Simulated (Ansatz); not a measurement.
Cost and result up the ladder for In₄Sn (5 atoms). The state is a singlet with charge 0. Geometry: r2SCAN-D4/def2-SVP.

Cartesian coordinates in Å:
```
In -1.131 -1.175 2.352
In -2.078 1.068 -1.653
In 1.778 2.109 0.763
In 1.431 -2.002 -1.462
Sn 0.000 0.000 0.000
```

Ansatz on 4 threads of Arm Neoverse V1 on a shared host. Times are rough, and most runs start from the orbitals of an earlier one. PBE0-D4/def2-TZVP serves as the yardstick here, not as an exact answer. Differences are given only for rows in sets of like size (and for xTB, whose basis is part of the method), since another set adds its own error. Binding counts from free atoms at the same level (In doublet, Sn triplet; other spins of the atoms weren't run), without zero-point energy or a counterpoise term.

In the def2 sets In, Sn take a core potential; there is no spin–orbit coupling. LC-ωPBE has ω = 0.4 bohr⁻¹. B3LYP takes the VWN-RPA correlation. Correlated methods freeze 20 core orbitals; core or outer-core shells of In, Sn are correlated, in sets that lack core-valence functions. The rows differ in basis, and correlated rows in double-zeta sets carry the largest basis error. Another isomer (singlet) lies 0.18 eV lower at PBE0-D4/def2-TZVP; other spin states weren't run for this one.

Correlated methods converge slowly with the basis, most of all in double-zeta sets.

```json
{"level": "CCSD(T)/def2-SVP", "functions": "130", "binding energy per atom (eV)": "1.34", "difference from PBE0-D4/def2-TZVP (eV)": "–"}
{"level": "PBE-D4/def2-TZVP (with forces)", "functions": "250", "binding energy per atom (eV)": "1.66", "difference from PBE0-D4/def2-TZVP (eV)": "0.09"}
{"level": "r2SCAN-D4/def2-TZVP", "functions": "250", "binding energy per atom (eV)": "1.56", "difference from PBE0-D4/def2-TZVP (eV)": "0.00"}
{"level": "PBE0-D4/def2-TZVP", "functions": "250", "binding energy per atom (eV)": "1.56", "difference from PBE0-D4/def2-TZVP (eV)": "0.00"}
{"level": "LC-ωPBE/def2-TZVP", "functions": "250", "binding energy per atom (eV)": "1.31", "difference from PBE0-D4/def2-TZVP (eV)": "-0.26"}
{"level": "B3LYP-D4/def2-TZVP", "functions": "250", "binding energy per atom (eV)": "1.54", "difference from PBE0-D4/def2-TZVP (eV)": "-0.02"}
```

(1) Estimate how long each takes.

## Answers

(1) PBE-D4/def2-TZVP (with forces) 5 s; LC-ωPBE/def2-TZVP 6.5 s; r2SCAN-D4/def2-TZVP 9 s; B3LYP-D4/def2-TZVP 9 s; PBE0-D4/def2-TZVP 11 s; CCSD(T)/def2-SVP 44 s. On shared hardware such times vary by a factor of up to 3.
